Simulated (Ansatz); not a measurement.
Reaction (isomerisation): `[CH3][AlH][CH2]N[SiH3]` → `C[SiH](C)[AlH][NH2]`

Gas-phase electronic energies from Ansatz, PBE0-D4/def2-TZVP geometries. CCSD(T)/CBS is the MP2 limit (def2-TZVPP, def2-QZVPP) plus CCSD(T) − MP2 in def2-TZVPP, frozen cores. DFT in def2-TZVPP. B3LYP here is the variant with VWN-RPA as its local correlation; programs differ in this. One conformer a species, not always the lowest.

```csv
level,ΔE (kJ/mol)
B3LYP-D4,-135.3
MP2/def2-TZVPP,-135.7
```

Problem. What does CCSD(T)/CBS give? (Best estimate.)

Solution. Computed: -137.9 kJ/mol. The listed levels differ from it by 2.6, 2.2 kJ/mol.

Largest T1 diagnostic among the species: 0.011.

The D4 term adds +5.0 kJ/mol with B3LYP and +2.4 kJ/mol with PBE0; it sums over pairs of atoms, weighted by their polarisabilities, and B3LYP, whose exchange is more repulsive, gets the larger term.

CCSD(T)/CBS has its own doubt, a few kJ/mol and more with outer-core shells, so smaller differences from it don't rank the levels.
